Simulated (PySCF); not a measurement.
Compound: C2H5ClGeO2.
SMILES: `C1C[O][GeH]([O]1)[Cl]`

Vertical excitations from PySCF (density fitting, frozen core in the response, grid level 2 and gas phase unless stated; continuum runs use non-equilibrium linear response for the excitations) on a GFN2-xTB geometry. Reference run:

```
                              settings    S1, eV (f)    S2, eV (f)    S3, eV (f)    S4, eV (f)    S5, eV (f)    S6, eV (f)  T1, eV (Tamm–Dancoff)  mean α (au)
PBE0/def2-SVPD, full TDDFT, 6 singlets  6.37 (0.002)  6.66 (0.011)  7.10 (0.049)  7.18 (0.012)  7.34 (0.008)  7.49 (0.048)                   6.09         69.4
```

Question: What do these settings give: (1) wB97X/def2-SVPD, TDA, 25 singlets; (2) KT2/cc-pVDZ, full TDDFT, 3 singlets?

Answer: 
| settings | S1, eV (f) | S2, eV (f) | S3, eV (f) | S4, eV (f) | S5, eV (f) | S6, eV (f) | T1, eV (Tamm–Dancoff) | mean α (au) |
| --- | --- | --- | --- | --- | --- | --- | --- | --- |
| wB97X/def2-SVPD, TDA, 25 singlets | 7.24 (0.002) | 7.42 (0.027) | 7.83 (0.008) | 8.00 (0.043) | 8.15 (0.043) | 8.17 (0.054) | 6.80 | 68.0 |
| KT2/cc-pVDZ, full TDDFT, 3 singlets | 5.17 (0.002) | 5.69 (0.001) | 6.01 (0.040) | – | – | – | 4.95 | 60.9 |

(1) S1 moves by +0.87 eV; functional and response scheme change together, so the shift can't be laid on one. (2) S1 moves by -1.20 eV; functional and basis change together, so the shift can't be laid on one. States are counted by energy in each run and needn't keep their character from row to row.

KT2 was designed for NMR shieldings or shifts; total energies of different functionals aren't comparable.

Question: Give the leading configurations of S1 (H = HOMO, L = LUMO) and the HOMO–LUMO gap of each run.

Answer: 
```csv
settings,S1 configurations (weight),S1 (eV),orbital gap (eV),S1 − gap (eV)
"PBE0/def2-SVPD, full TDDFT, 6 singlets",H→L 0.95,6.37,7.64,-1.27
"wB97X/def2-SVPD, TDA, 25 singlets","H→L 0.61, H−1→L+1 0.17",7.24,12.22,-4.98
"KT2/cc-pVDZ, full TDDFT, 3 singlets",H→L 0.99,5.17,5.09,+0.08
```

 The PBE0/def2-SVPD calculation is non-relativistic and has no spin–orbit coupling, an omission that weighs most on germanium.

One conformer stands for the species.
